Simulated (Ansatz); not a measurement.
`B[Si](C)(N)O` → `CB(N)O[SiH3]`  (isomerisation)

Calculated with Ansatz (gas phase, PBE0-D4/def2-TZVP geometries, no zero-point term in ΔE). CCSD(T)/CBS is the MP2 limit (def2-TZVPP, def2-QZVPP) plus CCSD(T) − MP2 in def2-TZVPP, frozen cores. DFT in def2-TZVPP. Each species was taken in one conformer, which may not be the lowest.

`B[Si](C)(N)O`:

```xyz
13

B     1.500   -1.380    0.154
Si   -0.097   -0.217   -0.184
C     0.184    1.629   -0.270
N    -1.110   -0.460    1.184
O    -0.706   -0.756   -1.631
H     1.360   -2.563    0.279
H     2.609   -0.956    0.309
H     0.672    1.995    0.636
H     0.820    1.883   -1.121
H    -0.759    2.173   -0.386
H    -1.671    0.269    1.590
H    -1.401   -1.375    1.483
H    -1.401   -0.241   -2.044
```

`CB(N)O[SiH3]`:

Z-matrix (Å, degrees):
```
C
B 1 1.577
H 1 1.095 2 110.8
H 1 1.095 2 110.8 3 117.7
H 1 1.092 2 113.5 3 -121.2
N 2 1.401 1 122.1 3 121.0
O 2 1.382 1 121.2 3 -59.0
H 6 1.003 2 123.2 1 0.0
H 6 1.005 2 122.2 1 -179.9
Si 7 1.638 2 132.9 1 0.0
H 10 1.488 7 111.1 2 -60.4
H 10 1.488 7 111.1 2 60.5
H 10 1.483 7 107.5 2 -179.9
```

| level | ΔE (kJ/mol) |
| --- | --- |
| BHLYP-D4 | -233.6 |
| CAM-B3LYP-D4 | -234.9 |
| CCSD(T)/def2-TZVPP | -226.1 |
| SCS-MP2/def2-QZVPP | -226.5 |

Q: What does CCSD(T)/CBS give? (An estimate is asked.)

A: The calculation gave: -221.2 kJ/mol. The listed levels differ from it by -12.4, -13.7, -4.9, -5.3 kJ/mol.

Q: What do rigid-rotor, harmonic-oscillator terms from PBE0-D4/def2-TZVP frequencies (298.15 K, 1 bar) make of the CCSD(T)/CBS value? (An estimate is asked.)

A: The calculation gave: ΔZPE = +2.8 kJ/mol, ΔH = -221.4 kJ/mol, ΔS = -9 J/(mol·K), ΔG = -218.7 kJ/mol.

Largest T1 diagnostic among the species: 0.011.

In def2-TZVPP, CCSD(T) changes the Hartree–Fock value by +11.7 kJ/mol (the triples alone add +0.4 kJ/mol) and MP2 by +9.5 kJ/mol. At CCSD(T), def2-SVP lies −53.1 kJ/mol from the extrapolated value and def2-TZVPP −4.9 kJ/mol. Leaving LDA and LC-ωPBE aside and taking each functional with its dispersion term where it has one, the values, not all of them listed here, spread over 19.4 kJ/mol, from CAM-B3LYP-D4 to revPBE-D4. LDA lies −17.5 kJ/mol from PBE without D4.
